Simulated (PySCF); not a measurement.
Structure with atom numbers: `[CH3:1][CH2:2]/[C:3]([C:4]#[N:5])=[C:6](/[C:7]#[N:8])[C:9]([F:10])([F:11])[F:12]`; H(Xn) means a hydrogen on atom n.

- shielding tensors at PBE0/pcSseg-1 (GIAO)
- coordinates at the GFN2-xTB level
- run in PySCF 2.14
- fast rotation and ring inversion assumed for equivalent nuclei, one conformer, isolated molecule, no relativistic terms

Task: Predict the 2D correlation tables (HSQC, COSY, HMBC).

Result: 

HSQC (one-bond C–H):
```
          δH         δC
2.79 (H(C2))  32.7 (C2)
1.38 (H(C1))  17.1 (C1)
```

COSY cross peaks (H two or three bonds apart, from the bond graph; peaks can be absent where the dihedral angle is near 90°):
```
          δH            δH
2.79 (H(C2))  1.38 (H(C1))
```

HMBC (two and three bonds, from the bond graph):
```
          δH                                             δC
2.79 (H(C2))  152.7 (C3), 123.8 (C6), 121.0 (C4), 17.1 (C1)
1.38 (H(C1))                          152.7 (C3), 32.7 (C2)
```

References, each an isolated molecule treated in the same way: ¹H (σref 31.72), ¹³C (σref 186.93) against TMS.

Shifts are as computed. Against solution values, carbons near 30 ppm lie about +3 ppm off and those near 130 ppm about +5 ppm. Of 1211 compounds with measured shifts, 218 miss one by over three times the rms of a fit or turn the order of signals round; such compounds aren't used in these exercises.
